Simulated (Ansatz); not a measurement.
System (SMILES): F[C]F (closed-shell singlet).
Geometry (B3LYP-D3(BJ)/def2-TZVP, fixed):
```
C
F 1 1.3036
F 1 1.3036 2 104.75
```
Charge 0, spin multiplicity 1.

Basis-set convergence of the dipole moment at MP2 with Ansatz (a first-principles code). Dipoles come from the density behind the forces; the sign is taken along the dipole that this method gives in the largest set. The reference of a correlated method is not its basis-set limit, which lies further on. Cartesian d functions, on some or all atoms, in 6-31G**, 6-31+G*; all else is spherical. Cores are frozen. A restricted Hartree-Fock determinant is unstable towards unrestricted orbitals. No added dispersion term, no relativity. Reference: the value in aug-pcseg-3, 0.578 D, itself unsure by roughly 0.002 D (its mean distance from aug-cc-pVQZ, def2-QZVPPD). Deviations are taken from unrounded values.

| basis | functions | dipole moment (D) | minus reference (D) |
|---|---|---|---|
| STO-3G | 15 | 1.075 | 0.498 |
| 6-31G | 27 | 0.414 | -0.163 |
| pcseg-0 | 27 | 0.562 | -0.015 |
| cc-pVDZ | 42 | 0.636 | 0.058 |
| def2-SVP | 42 | 0.681 | 0.104 |
| pcseg-1 | 42 | 0.500 | -0.078 |
| 6-31G** | 45 | 0.608 | 0.030 |
| 6-311G** | 54 | 0.615 | 0.038 |
| 6-31+G* | 57 | 0.507 | -0.070 |
| 6-311++G(2d,2p) | 81 | 0.566 | -0.012 |
| cc-pVTZ | 90 | 0.632 | 0.054 |
| pcseg-2 | 90 | 0.586 | 0.009 |
| jun-cc-pV(T+d)Z | 117 | 0.579 | 0.002 |
| aug-cc-pVTZ | 138 | 0.579 | 0.002 |
| pcseg-3 | 180 | 0.574 | -0.003 |
| def2-QZVPPD | 195 | 0.578 | 0.000 |
| aug-cc-pVQZ | 240 | 0.573 | -0.005 |
| aug-pcseg-3 | 255 | 0.578 | 0.000 |
